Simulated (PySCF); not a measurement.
Ionisation energy of P¹¹⁺ by level of theory

P¹¹⁺ [He] 2s2 (1S) → P¹²⁺ [He] 2s1 (2S), as a difference of total energies. All numbers are calculated (PySCF 2.14, scalar relativity by spin-free X2C-1e, in an even-tempered Gaussian basis (19 s from 1.6 bohr⁻², ratio 2.2; 9 p from 2.5 bohr⁻², ratio 2.4; 6 d from 7.5 bohr⁻², ratio 2.4; 5 f from 11 bohr⁻², ratio 2.4; 5 g from 17 bohr⁻², ratio 2.4)). Correlated levels: nothing frozen; virtual orbitals above 40 to 60 times the deepest correlated orbital energy dropped. The calculations carry no spin-orbit coupling.

```
             method  ionisation energy (eV)
                UHF                  555.84
                PBE                  558.15
               PBE0                  557.90
             r2SCAN                  556.39
          BHandHLYP                  557.54
               BLYP                  557.92
MP2 (all electrons)                  558.81
```

Question: Estimate what SCS-MP2 (all electrons) gives.

Answer: 559.36 eV, closest to MP2 (all electrons) among the rows shown.

Question: Estimate what LDA gives.

Answer: 556.57 eV, closest to r2SCAN among the rows shown.

For comparison: 560.62 ± 0.1 eV (semi-empirical (NIST evaluation); NIST Atomic Spectra Database, ionization energies).
